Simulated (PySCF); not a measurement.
C2H6GeSi, SMILES C1=[CH][GeH2][SiH2]1.

The structure is a stationary point at B3LYP-D3(BJ)/def2-SVP. The structure was generated by enumeration, and PubChem lists no compound with its InChIKey, so it may never have been made.

Two levels are set side by side: TDDFT-PBE/def2-SVPD (PySCF) and TDDFT-PBE0/def2-SVPD (PySCF). Vertical, same geometry. The lowest singlet is HOMO→LUMO 99 % with PBE and HOMO→LUMO 97 % with the other functional; states are paired by order. Differences are taken from unrounded values.

| quantity | TDDFT-PBE0 |
|---|---|
| lowest singlet excitation (eV) | 5.49 |
| lowest triplet excitation (TDA) (eV) | 4.15 |
| first bright state (f over 0.05) (eV) | 6.97 |
| its oscillator strength | 0.14 |

Question: What does TDDFT-PBE give, and how far is it from TDDFT-PBE0? (An estimate is asked for; the answer gives what the named calculation found.)

Answer: 
```json
[
 {"quantity": "lowest singlet excitation (eV)", "TDDFT-PBE": "4.93", "TDDFT-PBE minus TDDFT-PBE0": "-0.56"},
 {"quantity": "lowest triplet excitation (TDA) (eV)", "TDDFT-PBE": "4.26", "TDDFT-PBE minus TDDFT-PBE0": "0.11"},
 {"quantity": "first bright state (f over 0.05) (eV)", "TDDFT-PBE": "6.47", "TDDFT-PBE minus TDDFT-PBE0": "-0.51"},
 {"quantity": "its oscillator strength", "TDDFT-PBE": "0.16", "TDDFT-PBE minus TDDFT-PBE0": "0.02"}
]
```

Functionals without exact exchange tend to place singlet excitations lower, as here. Differences between two approximate levels are no errors against the true value.

Rough cost on one machine, each run with all the roots and properties that it gave: TDDFT-PBE0 against TDDFT-PBE about 4 times.
